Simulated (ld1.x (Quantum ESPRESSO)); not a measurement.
# argon (Ar), TM semilocal: configuration errors across variants

| Property | Result |
| --- | --- |
| Element | argon |
| Generator | ld1.x (Quantum ESPRESSO) 7.5 |
| Type | norm-conserving Troullier–Martins (semilocal form) |
| Functional | LDA (PZ) |
| Relativity | non-relativistic |
| Frozen core | [Ne] |
| Valence charge | 8 |
| Reference configuration | 3s2 3p4 (charge +2) |
| Partial waves | 3s (bound): rc 0.90 bohr; 3p (bound): rc 1.00 bohr |
| Local potential | the p channel |
| Core correction | none |

All-electron excitation energies from the reference (eV): (1) 3s2 3p6 -44.920; (2) 3s2 3p5 -28.746; (3) 3s2 3p3 42.656; (4) 3s2 3p5.5 -38.311; (5) 3s2 3p2 100.368; (6) 3s1 3p6 -14.540; (7) 3s2 3p4 spin -1.043; (8) 3s2 3p5 spin -28.971.

Spin tests fill each open shell by Hund’s rule, majority spin first.

A semilocal file is local in each channel, so a ghost entry of none says nothing of the separable form that plane-wave codes build from it.

Errors AE − PS in meV (a dash: test not solved or not reliable):

| change | (1) | (2) | (3) | (4) | (5) | (6) | (7) | (8) | bound ghosts |
| --- | --- | --- | --- | --- | --- | --- | --- | --- | --- |
| base | +44 | +16 | +31 | +30 | +164 | +23 | +119 | +39 | none |
| wave 3p (bound): rc 1.00 bohr becomes 3p (bound): rc 0.66 bohr | +184 | +63 | +101 | +122 | +474 | +76 | +517 | +189 | not determined |
| wave 3p (bound): rc 1.00 bohr becomes 3p (bound): rc 0.74 bohr | +84 | +28 | +44 | +55 | +202 | +29 | +159 | +58 | none |
| wave 3p (bound): rc 1.00 bohr becomes 3p (bound): rc 0.88 bohr | +50 | +18 | +32 | +34 | +161 | +17 | +117 | +40 | none |
| wave 3p (bound): rc 1.00 bohr becomes 3p (bound): rc 0.96 bohr | +46 | +17 | +31 | +32 | +162 | +21 | +118 | +40 | none |
| wave 3p (bound): rc 1.00 bohr becomes 3p (bound): rc 1.04 bohr | +44 | +16 | +31 | +30 | +165 | +24 | +120 | +39 | none |
| wave 3p (bound): rc 1.00 bohr becomes 3p (bound): rc 1.16 bohr | +41 | +16 | +31 | +29 | +169 | +27 | +124 | +40 | none |
| wave 3p (bound): rc 1.00 bohr becomes 3p (bound): rc 1.30 bohr | +41 | +15 | +31 | +28 | +171 | +28 | +124 | +40 | none |
| wave 3p (bound): rc 1.00 bohr becomes 3p (bound): rc 1.48 bohr | +41 | +16 | +31 | +29 | +169 | +27 | +124 | +40 | none |

Problem. Give the same row for: wave 3p (bound): rc 1.00 bohr becomes 3p (bound): rc 1.38 bohr.

Solution. +41, +15, +31, +29, +170, +27, +124, +40; bound ghosts: none.
